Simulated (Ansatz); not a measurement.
Consider the isomerisation: `C=C(N)[SiH3]` → `CC[Si]N`.

Calculated with Ansatz (gas phase, PBE0-D4/def2-TZVP geometries, no zero-point term in ΔE). CCSD(T)/CBS adds triple-zeta CCSD(T) − MP2 to the extrapolated MP2 energy (def2 sets, frozen cores). DFT in def2-TZVPP. Each species was taken in one conformer, which may not be the lowest.

| level | ΔE (kcal/mol) |
| --- | --- |
| PBE-D4 | -17.4 |
| CAM-B3LYP-D4 | -17.1 |
| LC-ωPBE | -17.4 |
| RPA@PBE/def2-TZVPP | -18.6 |

Question: What does CCSD(T)/CBS give? (An estimate is asked.)

Answer: The calculation gave: -18.7 kcal/mol. The listed levels differ from it by 1.3, 1.6, 1.3, 0.1 kcal/mol.

Largest T1 diagnostic among the species: 0.013.

From BLYP to BHLYP (50 % exact exchange), in def2-TZVPP and without D4, ΔE moves by −0.7 kcal/mol. In def2-TZVPP, CCSD(T) changes the Hartree–Fock value by −4.9 kcal/mol (the triples alone add +0.4 kcal/mol) and MP2 by −4.6 kcal/mol.
